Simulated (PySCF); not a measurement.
[LuH2]+ at several levels of theory

Computed with PySCF 2.14.0 (density fitting, no spin-orbit coupling) at the geometry relaxed with PBE0:

```xyz
3
[LuH2]+ (singlet in the valence; each metal's 4f electrons, 14 of them, lie in its core potential, out of spins and levels)
Lu    0.0000    0.0000   -0.1910
H     1.4781    0.0000    0.9487
H    -1.4781    0.0000    0.9487
```

```json
{"level": "PBE0", "basis": "Lu lcecp-1-SVP with ECP60, H def2-SVP", "state": "singlet", "HOMO (eV)": "-12.96", "gap (eV)": "4.89", "charge on Lu1 (e)": "1.18", "population of f-type functions on Lu1 (polarisation alone where 4f lies in the core)": "0.01", "dipole about the centre of mass (D)": "4.26", "largest force component (eV/Å)": "0.00"}
{"level": "BP86", "basis": "the same", "state": "singlet", "HOMO (eV)": "-11.95", "gap (eV)": "3.02", "charge on Lu1 (e)": "1.11", "population of f-type functions on Lu1 (polarisation alone where 4f lies in the core)": "0.01", "dipole about the centre of mass (D)": "3.84", "largest force component (eV/Å)": "0.21"}
{"level": "PBE0", "basis": "Lu lcecp-1-TZVP with ECP60, H def2-TZVP", "state": "singlet", "HOMO (eV)": "-12.96", "gap (eV)": "4.92", "charge on Lu1 (e)": "1.26", "population of f-type functions on Lu1 (polarisation alone where 4f lies in the core)": "0.01", "dipole about the centre of mass (D)": "4.34", "largest force component (eV/Å)": "0.09"}
```

In the lcecp rows the 4f levels are missing from HOMO and gap, and the state counts the valence alone.

Charges are Mulliken's, which hang on the basis. The relaxation used the grid (50, 194), these runs (75, 302) or, all-electron (x2c bases, spin-free X2C Hamiltonian), (99, 590).

**Question.** What does TPSSh with Lu lcecp-1-SVP with ECP60, H def2-SVP give here?

**Answer.** state singlet, HOMO (eV) -12.40, gap (eV) 4.02, charge on Lu1 (e) 1.24, population of f-type functions on Lu1 (polarisation alone where 4f lies in the core) 0.01, dipole about the centre of mass (D) 4.34, largest force component (eV/Å) 0.03. Time: 0.8 s on 2 threads of Intel(R) Xeon(R) 6975P-C (Granite Rapids) (shared host), from an already converged density.

In the first row's basis the gap widens with exact exchange: 3.0 eV for BP86 (none); 4.0 to 4.9 eV for TPSSh, PBE0 (a fixed share).

An lcecp potential fixes the number of 4f electrons, so in runs with it no electron can move into or out of that shell.
